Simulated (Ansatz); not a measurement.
Born–Oppenheimer molecular dynamics of H₄O₂Zn (7 atoms, charge 0, multiplicity 1). It starts at the highest image of a converged band, a first-order saddle point between two minima.

Theory: Ansatz 0.2.0, RKS PBE0-D4/def2-SVP.

```json
{
  "ensemble": "NVE (velocity Verlet)",
  "time step": "0.5 fs",
  "steps asked": "200",
  "starting velocities drawn for": "100 K",
  "seed": "3130"
}
```

First frame:

```xyz
7
Properties=species:S:1:pos:R:3
Zn 0.233 -0.199 -0.006
O 0.033 0.154 1.879
H -0.580 -0.320 2.455
O -0.506 -0.277 -1.627
H 0.115 -0.512 -2.324
H 1.873 -0.560 0.875
H 1.210 -0.326 1.575
```

(1) What does the run give?

(2) What happens to the structure?

(3) How do temperature and energy run in time?

Answers

(1) All steps were run.

```
steps done                                               : 200
time covered                                             : 100 fs
mean temperature over the second half                    : 822 K
spread of the potential energy over the second half      : 6.1 meV per atom
mean potential energy of the second half above the start : -66.6 meV per atom
```

The conserved energy stayed within 0.082 meV per atom of its start (net change 0.06 meV per atom), so the integration is sound. The kinetic energy rose, since the run started high on the potential surface and went downhill. It ends in pieces (H2 + H2O2Zn), so much of that is their flight and rotation, not heat. A run of 0.1 ps of so small a system gives no equilibrium averages. The orbitals stay closed-shell, which can raise the energy where a bond breaks towards radicals; this wasn't checked here.

(2) Between its relaxed ends the band would form Zn1–H6, O2–H7 and break H6–H7. These pairs go: Zn1–H6 1.90 → 5.86 Å, O2–H7 1.31 → 5.61 Å, H6–H7 0.99 → 0.76 Å. In the last frame they stand as before the step (other bonds may differ from the relaxed reactants and products). Also parted: Zn1–H7 1.86 → 5.71 Å. It ends as H2 + H2O2Zn. Pairs count as bonded within 1.25 times the sum of covalent radii (0.12 Å more for H–H). The details hang on the random start.

(3) 
```json
{"time (fs)": "0.0", "T (K)": "100", "potential energy less start (eV)": "0.000", "conserved less start (meV/atom)": "0.00"}
{"time (fs)": "5.0", "T (K)": "75", "potential energy less start (eV)": "0.016", "conserved less start (meV/atom)": "0.02"}
{"time (fs)": "10.0", "T (K)": "95", "potential energy less start (eV)": "0.004", "conserved less start (meV/atom)": "0.06"}
{"time (fs)": "15.0", "T (K)": "255", "potential energy less start (eV)": "-0.100", "conserved less start (meV/atom)": "0.08"}
{"time (fs)": "20.0", "T (K)": "522", "potential energy less start (eV)": "-0.272", "conserved less start (meV/atom)": "0.05"}
{"time (fs)": "25.0", "T (K)": "762", "potential energy less start (eV)": "-0.428", "conserved less start (meV/atom)": "0.00"}
{"time (fs)": "30.0", "T (K)": "803", "potential energy less start (eV)": "-0.454", "conserved less start (meV/atom)": "-0.01"}
{"time (fs)": "35.0", "T (K)": "671", "potential energy less start (eV)": "-0.369", "conserved less start (meV/atom)": "0.02"}
{"time (fs)": "40.0", "T (K)": "599", "potential energy less start (eV)": "-0.322", "conserved less start (meV/atom)": "0.05"}
{"time (fs)": "45.0", "T (K)": "674", "potential energy less start (eV)": "-0.371", "conserved less start (meV/atom)": "0.07"}
{"time (fs)": "50.0", "T (K)": "763", "potential energy less start (eV)": "-0.428", "conserved less start (meV/atom)": "0.05"}
{"time (fs)": "55.0", "T (K)": "763", "potential energy less start (eV)": "-0.428", "conserved less start (meV/atom)": "0.02"}
{"time (fs)": "60.0", "T (K)": "767", "potential energy less start (eV)": "-0.431", "conserved less start (meV/atom)": "0.01"}
{"time (fs)": "65.0", "T (K)": "799", "potential energy less start (eV)": "-0.451", "conserved less start (meV/atom)": "0.01"}
{"time (fs)": "70.0", "T (K)": "797", "potential energy less start (eV)": "-0.450", "conserved less start (meV/atom)": "0.05"}
{"time (fs)": "75.0", "T (K)": "779", "potential energy less start (eV)": "-0.438", "conserved less start (meV/atom)": "0.08"}
{"time (fs)": "80.0", "T (K)": "825", "potential energy less start (eV)": "-0.468", "conserved less start (meV/atom)": "0.06"}
{"time (fs)": "85.0", "T (K)": "939", "potential energy less start (eV)": "-0.542", "conserved less start (meV/atom)": "0.00"}
{"time (fs)": "90.0", "T (K)": "957", "potential energy less start (eV)": "-0.554", "conserved less start (meV/atom)": "0.00"}
{"time (fs)": "95.0", "T (K)": "853", "potential energy less start (eV)": "-0.486", "conserved less start (meV/atom)": "0.02"}
{"time (fs)": "100.0", "T (K)": "733", "potential energy less start (eV)": "-0.409", "conserved less start (meV/atom)": "0.06"}
```

Run time: 10 min on 1 thread of Arm Neoverse V2, with other jobs on the host, peak memory 0.17 GiB.
